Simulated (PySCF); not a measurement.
Computed NMR parameters against published values

Numbering as in the mapped SMILES `[O-:1][n+:2]1[cH:3][cH:4][cH:5][cH:6][cH:7]1`. Hydrogens are named by the atom that carries them.

- structure optimised with GFN2-xTB
- PBE0/pcSseg-1 with gauge-including orbitals
- code: PySCF 2.14.0 with density-fitted response routines
- no solvent, averaged over atoms made equivalent by symmetry, fast rotation or ring inversion, non-relativistic Hamiltonian, one conformer

Reference values: measured (cyclohexane; Olsson, Cremer, J. Phys. Chem. 1996, 100, 16881).
| atoms | quantity | reference | computed |
| --- | --- | --- | --- |
| N2 | δ 15N vs NH3 (gas) | 324.4 | 339.2 |

Reference values: measured (solution, CH3CN; L. Olsson, D. Cremer, J. Phys. Chem. 100 (1996) 16881).
```
atoms              quantity  reference  computed
   O1  δ 17O vs gaseous H2O      385.1     478.3
```

Reference values: measured (CH3CN; Olsson, Cremer, J. Phys. Chem. 1996, 100, 16881).
| atoms | quantity | reference | computed |
| --- | --- | --- | --- |
| O1 | δ 17O vs H2O (gas) | 385.1 | 478.3 |

Reference values: measured (solution, cyclohexane; L. Olsson, D. Cremer, J. Phys. Chem. 100 (1996) 16881).
```
atoms              quantity  reference  computed
   N2  δ 15N vs gaseous NH3      324.4     339.2
```

Computed shifts are σ(ref) − σ with the named reference compound (TMS for H and C) calculated as an isolated molecule at the same level. The measured values may be among those fitted. Shieldings were converted by a linear fit to measured shifts: 15N: δ = -148.07 − 0.921σ (rms 6.3 ppm, 71 shifts vs CH3NO2, solution or neat liquid); 17O: δ = 266.70 − 0.911σ (rms 10.7 ppm, 155 shifts, 12.2 ppm with the 3 outliers that the fit left out vs liquid water, solution or neat liquid). A few per cent of atoms miss by over 2 rms, more outside the fitted compound classes.

**Question.** How far are the unscaled 15N shifts from the references?

**Answer.** Mean signed difference +14.80 ppm, mean absolute 14.80 ppm over 2 comparisons; the largest is +14.8 ppm at N2 (cationic ring nitrogen).

**Question.** How far are the unscaled 17O shifts from the references?

**Answer.** Mean signed difference +93.20 ppm, mean absolute 93.20 ppm over 2 comparisons; the largest is +93.2 ppm at O1 (oxygen bonded to N).
